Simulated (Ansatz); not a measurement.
Breaking a bond: LiNa, singlet.

Calculation: full CI/cc-pVTZ, frozen core run with Ansatz (a program for electronic structure).

Q: Relative to R = 2.93 Å, what are the energies at R = 3.39, 3.60, 3.93, 4.38 Å?

A: 8.4 kJ/mol at 3.39 Å, 16.1 kJ/mol at 3.60 Å, 29.5 kJ/mol at 3.93 Å, 46.9 kJ/mol at 4.38 Å.
